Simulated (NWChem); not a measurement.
# diarsenic (As2); SMILES [As]#[As]

Results from NWChem. Pople sets run with spherical d functions. Coordinates come from a B3LYP/6-31G* (spherical d) optimisation. Static field.

Question: Order these by “isotropic polarisability (bohr³)”, lowest first: PBE/6-31G*; PBE/def2-SVPD; PBE/aug-cc-pVDZ; PBE/aug-cc-pVTZ; PBE/def2-TZVP.

Answer: PBE/6-31G* (48.1), PBE/def2-TZVP (53.2), PBE/def2-SVPD (59.5), PBE/aug-cc-pVDZ (62.4), PBE/aug-cc-pVTZ (64.2)
